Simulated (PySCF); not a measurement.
## Correlation energy of Fe⁻ (iron, charge -1)

[Ar] 3d7 4s2, high-spin 4F determinant. Calculation: PySCF 2.14, in aug-cc-pVTZ with one added diffuse shell each of s, p, d, f, g type (9s8p6d4f3g, 118 functions); no relativity, point nucleus. Frozen: [Ar]; 9 electrons correlated.

MP2 pair energies summed by pair of shells (mhartree):

```csv
pair,energy,share (%)
3d-3d,-214.92,86.2
3d-4s,-25.97,10.4
4s-4s,-8.52,3.4
```

Total MP2 correlation energy: -249.41 mhartree.

Same-spin part -104.08 and opposite-spin part -145.33 mhartree; SCS-MP2 scales them by 1/3 and 6/5 to -209.09 mhartree.

The Hartree-Fock reference does not bind the outermost electron (its level is positive or very diffuse), so these energies belong to a reference that the basis holds together.
